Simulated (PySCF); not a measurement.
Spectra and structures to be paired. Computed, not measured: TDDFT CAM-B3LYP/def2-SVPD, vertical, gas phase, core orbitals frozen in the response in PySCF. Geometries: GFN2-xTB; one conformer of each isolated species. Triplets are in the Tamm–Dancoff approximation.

A. `C(CC=O)([Si@H](N)[SiH3])=O`
B. `O=CO/C=C1/C[SiH2]S1`
C. `[SiH3]SC[SiH2]/C=C\Cl`
D. `FC1=C(CCF)C1`
E. `C(=C1/[SiH2]CS1)/OC=O`

Lowest singlet levels (six at most, fewer where fewer were computed) with oscillator strengths:

1. 4.93 eV (f 0.003); 5.19 eV (f 0.000); 5.44 eV (f 0.424); 5.82 eV (f 0.001); 5.86 eV (f 0.002); 6.48 eV (f 0.026); T1 3.70 eV
2. 6.33 eV (f 0.007); 6.79 eV (f 0.138); 7.58 eV (f 0.025); 7.60 eV (f 0.001); 7.84 eV (f 0.006); 7.99 eV (f 0.017); T1 4.46 eV
3. 5.49 eV (f 0.001); 5.76 eV (f 0.043); 5.89 eV (f 0.047); 6.45 eV (f 0.279); 6.49 eV (f 0.008); 6.84 eV (f 0.004); T1 4.02 eV
4. 4.43 eV (f 0.173); 4.80 eV (f 0.000); 5.48 eV (f 0.002); 5.72 eV (f 0.003); 5.81 eV (f 0.019); 5.82 eV (f 0.010); T1 3.14 eV
5. 3.38 eV (f 0.001); 4.24 eV (f 0.004); 5.34 eV (f 0.080); 5.41 eV (f 0.003); 6.12 eV (f 0.005); 6.38 eV (f 0.061); T1 2.75 eV

**Question.** Which spectrum belongs to which structure?

**Answer.** 1 = B, 2 = D, 3 = C, 4 = E, 5 = A.
- A: S1 at 3.38 eV, HOMO→LUMO (80%), HOMO→LUMO+1 (12%); Löwdin shares by element: HOMO oxygen 43% or more, carbon 29% or more, silicon 11% or more (atoms not listed hold the other 17%); LUMO carbon 39% or more, oxygen 38% (atoms not listed hold the other 23%); HOMO -8.50 and LUMO -0.78 eV.
- B: S1 at 4.93 eV, HOMO→LUMO (92%); Löwdin shares by element: HOMO carbon 41% or more, sulfur 36%, oxygen 9% or more; LUMO silicon 40%, hydrogen 22% or more, sulfur 20% (atoms not listed hold the other 18%); HOMO -7.63 and LUMO 0.22 eV.
- C: S1 at 5.49 eV, HOMO→LUMO+1 (42%), HOMO→LUMO+2 (15%), HOMO→LUMO+3 (14%); Löwdin shares by element: HOMO sulfur 63%, silicon 13%, carbon 12% or more; LUMO carbon 59% or more, silicon 12% or more, chlorine 9% (atoms not listed hold the other 20%); HOMO -8.03 and LUMO 0.34 eV.
- D: S1 at 6.33 eV, HOMO→LUMO (91%); Löwdin shares by element: HOMO carbon 69% or more, fluorine 9% or more (atoms not listed hold the other 22%); LUMO carbon 59% or more (atoms not listed hold the other 41%); HOMO -8.59 and LUMO 0.97 eV.
- E: S1 at 4.43 eV, HOMO→LUMO (95%); Löwdin shares by element: HOMO sulfur 46%, carbon 32% or more, oxygen 6% or more (atoms not listed hold the other 15%); LUMO carbon 40% or more, oxygen 31% (atoms not listed hold the other 30%); HOMO -7.31 and LUMO -0.18 eV; point group Cs, 1 of its 6 listed states under f = 0.0005.
